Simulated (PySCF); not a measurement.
Run record: geometry optimisation, `CC(C)(C)[C@@H]1CC[C@@H]1N`.

Method: PBE0-D3(BJ)/def2-SVP geometry optimisation, gas phase (PySCF 2.14.0). Start geometry: GFN2-xTB. A driver script takes a list of jobs; this job's settings line and coordinates (Å) are shown.

Command:
```bash
OMP_NUM_THREADS=1 python probes_run.py task.json out
```

Input:
```
{"job": {"xc": "PBE0", "basis": "def2-SVP", "d3": "d3bj", "grid": 1, "shake": 0.01, "kind": "geom"}, "charge": 0, "multiplicity": 1}
C     -1.992260    -0.545660    -1.066640
C     -1.079150    -0.061360     0.048060
C     -1.686590     1.167730     0.739540
C     -0.911210    -1.182550     1.071520
C      0.247960     0.355750    -0.613960
C      1.159170    -0.667110    -1.288870
C      2.395450     0.112230    -0.793420
C      1.491290     0.888340     0.194070
N      1.562790     0.482590     1.602990
H     -2.150710     0.261960    -1.802440
H     -2.997570    -0.781070    -0.657000
H     -1.600130    -1.395690    -1.563710
H     -2.642970     0.928680     1.208070
H     -0.996800     1.526280     1.519790
H     -1.842780     1.963130     0.035750
H     -1.937590    -1.499370     1.384670
H     -0.417370    -0.825840     1.955730
H     -0.433000    -2.038310     0.665770
H     -0.001400     1.130640    -1.330920
H      1.074400    -1.653770    -0.832650
H      1.036390    -0.767830    -2.374560
H      3.189760    -0.494120    -0.345990
H      2.823020     0.767400    -1.581420
H      1.576740     1.974220     0.169610
H      2.392400     0.893060     2.019850
H      1.672000    -0.514740     1.639420
```

Output:
```
step   0  E = -369.12129031  max force = 0.038759
step   1  E = -369.12695095  max force = 0.005837
step   2  E = -369.12721709  max force = 0.001819
step   3  E = -369.12731816  max force = 0.001261
step   4  E = -369.12735048  max force = 0.000494
step   5  E = -369.12738758  max force = 0.000424
step   6  E = -369.12740267  max force = 0.000398
step   7  E = -369.12741066  max force = 0.000147
optimisation converged
```

Energies in Eh; «max force» is the largest Cartesian gradient component in Eh/bohr.

Task: How much energy does the optimisation release, in eV?

Result: E(step 0) − E(last step) = 0.006120 Eh, which is 0.167 eV.

Main results: final energy -369.12741 Eh after 7 steps; dipole 1.31 D.

Task: Where do the atoms end?

Result: 0.110 Å rms from the input after alignment:
```
atom  x, y, z in Å
C1    -2.1138   -0.5316   -0.8926
C2    -1.0834   -0.0860    0.1499
C3    -1.6030    1.1410    0.9028
C4    -0.8697   -1.2304    1.1450
C5     0.1932    0.3181   -0.6018
C6     1.1034   -0.7021   -1.3152
C7     2.2920    0.2375   -1.0366
C8     1.4546    0.9224    0.0791
N9     1.7056    0.4921    1.4376
H10   -2.3220    0.2714   -1.6179
H11   -3.0663   -0.8061   -0.4116
H12   -1.7582   -1.4097   -1.4557
H13   -2.5470    0.9126    1.4238
H14   -0.8669    1.4708    1.6511
H15   -1.7962    1.9783    0.2122
H16   -1.8354   -1.5359    1.5785
H17   -0.2149   -0.9219    1.9705
H18   -0.4376   -2.1202    0.6596
H19   -0.1183    1.0607   -1.3577
H20    1.1899   -1.6470   -0.7559
H21    0.8750   -0.9487   -2.3630
H22    3.2421   -0.2184   -0.7151
H23    2.4965    0.9115   -1.8827
H24    1.4802    2.0242    0.0782
H25    2.5784    0.8997    1.7684
H26    1.8330   -0.5180    1.4805
```

Task: Estimate the wall time. Hardware: one thread, AMD EPYC 7R43 (x86_64), on a shared host. And the peak memory of the process?

Result: About 3.5 min, with 0.91 GiB resident at the peak, the Python interpreter and its libraries included.
Labels such as C1 count atoms from 1, the log's own numbers from 0.
